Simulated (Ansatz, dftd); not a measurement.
Species: BSiH₃F, charge 0, doublet. BSiH3F (SMILES [B]([SiH3])F, doublet).
B3LYP-D3(BJ)/def2-TZVP minimum from Ansatz (a program for electronic structure):
```xyz
6

B     -0.6529     0.1103    -0.7051
F     -1.1077     1.3315    -0.7610
Si     0.7199    -0.6929     0.5602
H      1.3071     0.2185     1.5789
H      1.8043    -1.2341    -0.2930
H      0.0435    -1.8195     1.2458
```
Charge 0, spin multiplicity 2.

Property: atomisation energy (electronic, to ground-state atoms), in kcal/mol. Radicals and triplets start from unrestricted determinants; spin-orbit coupling is neglected. Correlated methods leave the cores frozen. Rows without X2C or -DK are non-relativistic. CBS(X,Y): correlation extrapolated as X^-3, Hartree-Fock from the larger set. A bracket is a step between two methods taken in the basis named. Functionals run without relativity, which enters their misses. '+ core + X2C': CCSD(T) terms for core correlation (cc-pwCVTZ, 1s frozen past Ne) and scalar relativity (cc-pVTZ-DK). Where a partner has so few electrons that a lower coupled-cluster level is exact, that level stands in.

| level | program | atomisation energy (kcal/mol) | difference against the last row |
|---|---|---|---|
| r2SCAN-D4/def2-TZVPD | Ansatz + dftd4 | 450.2 | 6.9 |
| B3LYP-D4/def2-TZVPD | Ansatz + dftd4 | 445.9 | 2.6 |
| B3LYP/def2-TZVPD | Ansatz | 442.7 | -0.6 |
| PBE0-D4/def2-TZVPD | Ansatz + dftd4 | 443.3 | 0.0 |
| PBE0/def2-TZVPD | Ansatz | 441.7 | -1.6 |
| MP2/cc-pV(T+d)Z | Ansatz | 437.3 | -6.0 |
| CCSD(T)/cc-pV(Q+d)Z | Ansatz | 438.5 | -4.8 |
| CCSDT(Q)/cc-pV(D+d)Z | Ansatz | 406.1 | -37.2 |
| CCSD(T)/CBS(cc-pV(T+d)Z,cc-pV(Q+d)Z) + [CCSDT(Q) - CCSD(T)]/cc-pV(D+d)Z + core + X2C | Ansatz | 443.3 | 0.0 |
